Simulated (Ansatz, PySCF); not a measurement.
Energy difference 4 R1 + R2 → 4 P1 + P2, each structure at its B3LYP-D3(BJ)/def2-TZVP stationary point, reached from a drawn start (curvature not checked).
P1: H2 (SMILES [H][H]), charge 0, multiplicity 1.
R1, HF (SMILES F) (charge 0, multiplicity 1):
```json
[
 {"atom": "F", "x (Å)": "0.0000", "y (Å)": "0.0000", "z (Å)": "0.4622"},
 {"atom": "H", "x (Å)": "0.0000", "y (Å)": "0.0000", "z (Å)": "-0.4622"}
]
```
R2, SiH4 (SMILES [SiH4]) (charge 0, multiplicity 1, Z-matrix in Å and degrees):
```
Si
H 1 1.4803
H 1 1.4803 2 109.47
H 1 1.4803 2 109.47 3 120.00
H 1 1.4803 2 109.47 3 -120.00
```
P2: SiF4 (SMILES F[Si](F)(F)F), charge 0, multiplicity 1.

P less R. No zero-point or thermal terms.

Cores are frozen in the correlated methods.

Programs: Ansatz (Gaussian basis) for Hartree–Fock, density functionals and correlated methods; PySCF for the D3/D4 terms. No computed number here is a measurement.

```tsv
level	reaction energy (kcal/mol)
HF/cc-pV(D+d)Z	-94.57
HF/cc-pV(Q+d)Z	-124.84
BLYP-D3(BJ)/def2-TZVPP	-119.46
BLYP-D4/def2-TZVPP	-121.07
revPBE/def2-TZVPP	-109.99
B3LYP-D4/def2-TZVPP	-120.65
PBE0-D3(BJ)/def2-TZVPP	-112.06
PBE0-D4/def2-TZVPP	___
CCSD/cc-pV(T+d)Z	___
```

What belongs in the gaps?


- PBE0-D4/def2-TZVPP, reaction energy (kcal/mol): -112.63
- CCSD/cc-pV(T+d)Z, reaction energy (kcal/mol): -120.49

Ansatz is a first-principles code.
